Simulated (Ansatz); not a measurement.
CH5FO2Si, SMILES `OC(F)O[SiH3]`, relaxed with RKS PBE0-D4/def2-TZVP in Ansatz 0.2.0 from a PBE-D4/def2-SVP geometry. The force threshold is 0.005 eV/Å; the program also tests the step.

Total charge 0; spin multiplicity 1.

Start:

```xyz
10

O     1.027   -0.367   -2.046
C     0.029   -0.092   -1.165
F    -0.693   -1.257   -0.833
O     0.539    0.429    0.013
Si   -0.321    0.358    1.487
H     1.754   -0.771   -1.528
H    -0.698    0.590   -1.663
H    -1.750    0.772    1.269
H    -0.269   -1.010    2.103
H     0.382    1.348    2.364
```

```csv
step,energy (eV),largest force (eV/Å),largest move (Å)
1,-15800.2432,0.685,0.000
2,-15800.2918,0.416,0.031
3,-15800.3033,0.107,0.018
4,-15800.3048,0.099,0.030
5,-15800.3061,0.026,0.034
6,-15800.3066,0.051,0.021
7,-15800.3071,0.034,0.039
8,-15800.3075,0.036,0.033
9,-15800.3078,0.024,0.013
10,-15800.3080,0.027,0.018
11,-15800.3080,0.019,0.011
12,-15800.3080,0.009,0.005
13,-15800.3080,0.004,0.002
```

End:

```xyz
10

O     1.000   -0.265   -2.056
C     0.028   -0.146   -1.123
F    -0.566   -1.377   -0.885
O     0.538    0.310    0.063
Si   -0.328    0.380    1.484
H     1.770   -0.666   -1.634
H    -0.758    0.501   -1.525
H    -1.686    0.914    1.206
H    -0.434   -0.954    2.120
H     0.436    1.304    2.350
```

Run time 43 s (4 threads of an Arm Neoverse V1 on a shared host); peak host memory 0.47 GiB.
